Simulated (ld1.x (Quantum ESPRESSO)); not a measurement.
# oxygen (O): excitation energies, all-electron against TM

ld1.x (Quantum ESPRESSO) 7.5 input, shortened:

```
&input
   title='O', zed=8., rel=1, dft='PBESOL', iswitch=3,
   config='[He] 2s2 2p2 3d-2'
 /
 &inputp
   pseudotype=2, tm=.true., lloc=-2, rcloc=1.05,
   nlcc=.false.
 /
3
2S  1  0   2.00   0.00  0.85  0.85  0.0
2P  2  1   2.00   0.00  1.20  1.20  0.0
3D  3  2  -2.00   0.05  1.10  1.10  0.0
 &test
   configts(1)='2s2 2p2'
 /
```

Energies are relative to the spin-unpolarised reference configuration 2s2 2p2; without spin polarisation the order of configurations can differ from experiment. The frozen-core shift is the all-electron ΔE with the core orbitals held at their reference shape minus the fully relaxed ΔE.

| valence configuration | charge | ΔE all-electron (eV) | error AE − PS (meV) | frozen-core shift (meV) |
| --- | --- | --- | --- | --- |
| 2s2 2p4 | 0 | -49.837 | +40 | +1.4 |
| 2s2 2p3 | +1 | -33.478 | +23 | +0.7 |
| 2s2 2p4.3 | -0.3 | -51.944 | +40 | +1.4 |
| 2s0 2p6 | 0 | -20.089 | +193 | +2.0 |
| 2s2 2p0 | +4 | 130.352 | +550 | +17 |

Question: What are ΔE and the potential's error for 2s2 2p1?

Answer: ΔE = 53.707 eV all-electron; the error (AE − PS) is +78 meV.

Question: What are ΔE and the potential's error for 2s1 2p5?

Answer: ΔE = -34.983 eV all-electron; the error (AE − PS) is +106 meV.

Levels in the configuration 2s2 2p1:

| level | all-electron (eV) | pseudo (eV) |
| --- | --- | --- |
| 2s | -79.231 | -79.164 |
| 2p | -64.758 | -64.553 |
